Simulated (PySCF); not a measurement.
**Property card for `C=N[Si@](C)(N)CC#N`**

Compound: C4H9N3Si.
Atom-mapped SMILES: `[CH2:1]=[N:2][Si@:3]([CH3:4])([NH2:5])[CH2:6][C:7]#[N:8]` (hydrogens: H9, H10 on C1; H11, H12, H13 on C4; H14, H15 on N5; H16, H17 on C6)

Among its groups: nitrile and C–Si bond.

From GFN2-xTB geometry:

```yaml
Point_group_of_the_GFN2-xTB_geometry: C1
Rotational_constants_A_B_C_of_the_GFN2-xTB_geometry: 2.011, 1.370, 1.128 GHz
```

**PBE0/def2-SVPD ground state and vertical TDDFT (core frozen in the response) (PySCF)**

```yaml
Dipole_moment: 4.16 D
HOMO_energy: -7.08 eV
LUMO_energy: -1.04 eV
HOMO–LUMO_gap: 6.04 eV
Lowest_singlet_excitation: 3.96 eV (313 nm, f = 0.001)
Strongest_line_among_the_6_lowest_singlet_transitions: S4 at 6.53 eV (190 nm, f = 0.069)
Lowest_triplet_excitation_Tamm–Dancoff: 3.34 eV
Static_isotropic_polarisability: 90.2 au
Electronic_spatial_extent_⟨r²⟩_about_the_centre_of_nuclear_charge: 1204 bohr²
```

**PBE0/pcSseg-1 ground state and GIAO shieldings, non-relativistic (PySCF)**

```yaml
Lowest_Hirshfeld_atomic_charge: -0.32 e on N5
Highest_Hirshfeld_atomic_charge: +0.46 e on Si3
13C_chemical_shifts_computed_TMS_as_zero_by_class: 173.1 (C1), 122.9 (C7), 4.0 (C6), -7.6 (C4) ppm
1H_chemical_shifts_computed_TMS_as_zero_by_class: 8.72 (H9), 8.64 (H10), 1.67 (H16), 1.38 (H17), 0.87 (H14/H15), 0.28 (H11/H12/H13) ppm
Isotropic_shieldings_of_nuclei_other_than_C_and_H_by_class: -161 (N2), -25 (N8), 240 (N5), 365 (Si3) ppm
Mayer_bond_orders_between_heavy_atoms: C1–N2 1.96, N2–Si3 0.98, Si3–C4 0.95, Si3–N5 1.08, Si3–C6 0.80, C6–C7 1.05, C7–N8 3.03
```

Monoisotopic mass from the formula: 127.0566 u.

The rotational constants make it an asymmetric top with κ = (2B − A − C)/(A − C) = -0.45, nearer the prolate limit (−1). The principal polarisabilities are 81.3, 86.7 and 102.6 au; their mean is the isotropic value. No computed singlet falls in the visible range (750 to 380 nm, 1.65 to 3.26 eV); S1 lies 0.70 eV above its blue end. The vertical singlet–triplet gap S1 − T1 is 0.62 eV (TDDFT singlet less Tamm–Dancoff triplet; S1: HOMO→LUMO, weight 0.99; T1: HOMO→LUMO, weight 0.97).

Isolated species at its GFN2-xTB geometry (one conformer only). NMR classes are plain means over equivalent atoms (diastereotopic ones count apart unless rotation or inversion swaps them), as if these changed places fast; in this geometry the members of some classes differ.

The values belong to the conformer `[CH2:1]=[N:2][Si@:3]([CH3:4])([NH2:5])[CH2:6][C:7]#[N:8]`: C1–N2–Si3–C4 -16°, N2–Si3–C6–C7 -63°, H–N5–Si3–N2 84°, H–N5–Si3–N2 -51°.
